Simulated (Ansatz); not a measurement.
Start from `CCN1BC1` and change one atom or group to get `B1CN1`.

Ansatz, PBE0-D4/def2-TZVP geometries, multiplicity 1. Each molecule was computed in one conformer, which needn't be the lowest.

```csv
property,`CCN1BC1`
LUMO energy (PBE0/def2-TZVPP) / eV,0.32
HOMO–LUMO gap (B3LYP/def2-TZVPP) / eV,7.02
HOMO–LUMO gap (ωB97M-V/def2-TZVPP) / eV,11.48
HOMO–LUMO gap (PBE/def2-TZVPP) / eV,5.30
size of the dipole moment (PBE/def2-TZVPP) / D,1.63
HOMO energy (PBE/def2-TZVPP) / eV,-5.93
```

(1) What does the change do to each property? (Estimate.)

## Answers

(1) The calculation gave: 
| property | `B1CN1` | shift |
| --- | --- | --- |
| LUMO energy (PBE0/def2-TZVPP) / eV | 0.23 | -0.09 |
| HOMO–LUMO gap (B3LYP/def2-TZVPP) / eV | 7.46 | 0.44 |
| HOMO–LUMO gap (ωB97M-V/def2-TZVPP) / eV | 12.09 | 0.61 |
| HOMO–LUMO gap (PBE/def2-TZVPP) / eV | 5.65 | 0.35 |
| size of the dipole moment (PBE/def2-TZVPP) / D | 1.25 | -0.38 |
| HOMO energy (PBE/def2-TZVPP) / eV | -6.41 | -0.48 |

With PBE0 the HOMO falls by 0.56 eV and the LUMO falls by 0.09 eV, so the gap widens by about 0.47 eV. PBE moves the HOMO by -0.48 eV and ωB97M-V by -0.61 eV. Dipoles are sizes alone; their direction can turn.

B3LYP here is the variant with VWN-RPA as its local correlation; programs differ in this.
